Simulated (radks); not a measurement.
Question: Neutral zirconium: order these configurations by energy. Calculated with a radial shooting solver on a logarithmic mesh with Libxc functionals: scalar-relativistic Kohn-Sham, PBE, spin-polarised, spherical densities, finite nucleus; Fermi nuclear charge, rms radius of each element as measured or else 0.836 A^(1/3) + 0.57 fm. Open shells are filled with parallel spins first. [Kr] 4d1 5s2 5p1; [Kr] 4d2 5s1 5p1; [Kr] 4d2 5s2; [Kr] 4d3 5p1; [Kr] 4d3 5s1; [Kr] 4d4.

Answer: From the lowest, in eV above it: [Kr] 4d3 5s1 0.000; [Kr] 4d2 5s2 0.128; [Kr] 4d4 1.651; [Kr] 4d2 5s1 5p1 2.090; [Kr] 4d3 5p1 2.938; [Kr] 4d1 5s2 5p1 3.332.
